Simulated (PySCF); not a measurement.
**Exercise with solution: oscillator strength and radiative lifetime**

AlFH2Se2, SMILES [F][Al]([SeH])[SeH].

Geometry optimised at PBE0-D3(BJ)/def2-SVP. Other conformers were not sampled.

TDA-LC-ωPBE/def2-SVPD run with PySCF puts the first singlet state with f over 0.02 at 6.31 eV (vertical), with the transition dipole (1.023, 0.000, 0.000) in atomic units.

Problem. Find the oscillator strength, the wavelength and the radiative lifetime that this transition would have in vacuum if emission retraced absorption.

Solution. 
|μ|² = 1.0465 au, so |μ| = 2.60 D. ΔE = 6.31/27.211 = 0.2319 hartree. f = (2/3) ΔE |μ|² = 0.162 (the program prints 0.162).
λ = 1239.84/6.31 = 196 nm; ν = 50894 cm⁻¹.
Einstein's coefficient A = 0.6670 ν² f s⁻¹ (ν in cm⁻¹) = 2.8e8 s⁻¹, so τ = 1/A = 3.6 ns. This state is S4; the lower singlets have f = 0.000, 0.000, 0.001. The figure is the radiative limit of this one transition; relaxation, internal conversion, crossing to triplets and a medium change what is measured.
